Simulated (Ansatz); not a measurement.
Calculated with Ansatz (gas phase, PBE0-D4/def2-TZVP geometries, no zero-point term in ΔE). CBS: MP2 limit from def2 TZ/QZ plus the TZ coupled-cluster correction, frozen cores. This one scheme is used for every species. Functionals use def2-TZVPP. B3LYP here is the variant with VWN-RPA as its local correlation; programs differ in this. HSE06 is defined as in plane-wave codes. For Ge outer-core shells are correlated without core-valence functions, which leaves a few kJ/mol of doubt a bond. Scalar relativity is left out up to krypton.

`BOC(C)=O` + GeH₄ → `BO[C](=O)[GeH3]` + CH₄  (formal exchange of groups at a C–C bond)

`BOC(C)=O`:

Z-matrix (Å, degrees):
```
C
C 1 1.492
H 1 1.092 2 109.3
H 1 1.092 2 109.8 3 -117.1
H 1 1.087 2 110.0 3 121.2
O 2 1.377 1 110.9 3 58.2
O 2 1.191 1 126.5 3 -119.7
B 6 1.364 2 122.4 1 153.2
H 8 1.194 6 115.5 2 173.6
H 8 1.193 6 120.5 2 -8.5
```

GeH₄:

Z-matrix (Å, degrees):
```
Ge
H 1 1.534
H 1 1.534 2 109.5
H 1 1.534 2 109.5 3 -120.0
H 1 1.534 2 109.5 3 120.0
```

`BO[C](=O)[GeH3]`:

Z-matrix (Å, degrees):
```
Ge
C 1 1.996
H 1 1.532 2 108.1
H 1 1.533 2 108.0 3 -119.1
H 1 1.529 2 107.4 3 120.5
O 2 1.379 1 111.5 3 60.0
O 2 1.189 1 126.0 3 -117.7
B 6 1.368 2 122.5 1 149.4
H 8 1.193 6 115.6 2 173.4
H 8 1.193 6 120.2 2 -9.0
```

CH₄:

Cartesian coordinates in Å:
```
C 0.000 0.000 0.000
H 0.187 1.060 -0.167
H -0.768 -0.117 0.764
H 0.919 -0.483 0.332
H -0.338 -0.460 -0.928
```

| level | ΔE (kcal/mol) | difference from CCSD(T)/CBS |
| --- | --- | --- |
| LDA (SPW92) | 3.2 | 2.5 |
| PBE-D4 | 0.3 | -0.4 |
| revPBE-D4 | 0.1 | -0.6 |
| r2SCAN-D4 | 1.2 | 0.5 |
| B97M-V | 2.9 | 2.2 |
| PBE0-D4 | 1.9 | 1.2 |
| B3LYP-D4 | 0.5 | -0.2 |
| r2SCANh-D4 | 1.7 | 1.0 |
| r2SCAN0-D4 | 2.4 | 1.7 |
| HSE06-D4 | 1.8 | 1.1 |
| BHLYP-D4 | 2.1 | 1.4 |
| CAM-B3LYP-D4 | 1.9 | 1.2 |
| ωB97X-V | 1.9 | 1.2 |
| ωB97M-V | 1.5 | 0.8 |
| B2PLYP | 0.7 | 0.0 |
| PBE-QIDH | 2.2 | 1.5 |
| PBE | 0.6 | -0.1 |
| BLYP | -0.5 | -1.2 |
| r2SCAN | 1.3 | 0.6 |
| PBE0 | 2.2 | 1.5 |
| B3LYP | 1.0 | 0.3 |
| r2SCANh | 1.8 | 1.1 |
| r2SCAN0 | 2.5 | 1.8 |
| HSE06 | 2.1 | 1.4 |
| BHLYP | 2.8 | 2.1 |
| CAM-B3LYP | 2.2 | 1.5 |
| LC-ωPBE | 2.7 | 2.0 |
| RPA@PBE/def2-TZVPP | 0.4 | -0.3 |
| HF/def2-SVP | 6.0 | 5.3 |
| MP2/def2-SVP | 3.1 | 2.4 |
| CCSD/def2-SVP | 4.1 | 3.4 |
| HF/def2-TZVPP | 4.5 | 3.8 |
| MP2/def2-TZVPP | 0.1 | -0.6 |
| SCS-MP2/def2-TZVPP | 0.5 | -0.2 |
| HF/def2-QZVPP | 4.7 | 4.0 |
| MP2/def2-QZVPP | 0.2 | -0.5 |
| SCS-MP2/def2-QZVPP | 0.6 | -0.1 |
| HF/CBS(def2) | 4.8 | 4.1 |
| MP2/CBS(def2) | 0.2 | -0.5 |
| CCSD/CBS(def2) | 1.4 | 0.7 |
| CCSD(T)/CBS | 0.7 | 0 |

Largest T1 diagnostic among the species: 0.015.

From BLYP to BHLYP (50 % exact exchange), in def2-TZVPP and without D4, ΔE moves by +3.3 kcal/mol. In def2-TZVPP, CCSD(T) changes the Hartree–Fock value by −3.8 kcal/mol (the triples alone add −0.7 kcal/mol) and MP2 by −4.4 kcal/mol.
